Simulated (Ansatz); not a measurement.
HSi, SMILES [SiH] (connectivity only; charge and spin as stated), neutral, multiplicity 2.

Geometry: r2SCAN-D4/def2-TZVPD.

Two levels are set side by side: PBE/def2-TZVPD (Ansatz, a program for electronic structure) and ωB97X-V/def2-TZVPD (Ansatz). Energy differences of separate SCF runs at the same geometry; the states with an electron removed or added have multiplicity 1 and 3. Differences are taken from unrounded values.

| quantity | ωB97X-V |
|---|---|
| vertical ionisation energy (eV) | 7.90 |
| vertical electron affinity (eV) | 0.98 |

Question: What does PBE give, and how far is it from ωB97X-V? (Estimate from the structure and the level; the computed values follow.)

Answer: 
| quantity | PBE | PBE minus ωB97X-V |
|---|---|---|
| vertical ionisation energy (eV) | 8.04 | 0.14 |
| vertical electron affinity (eV) | 1.17 | 0.19 |
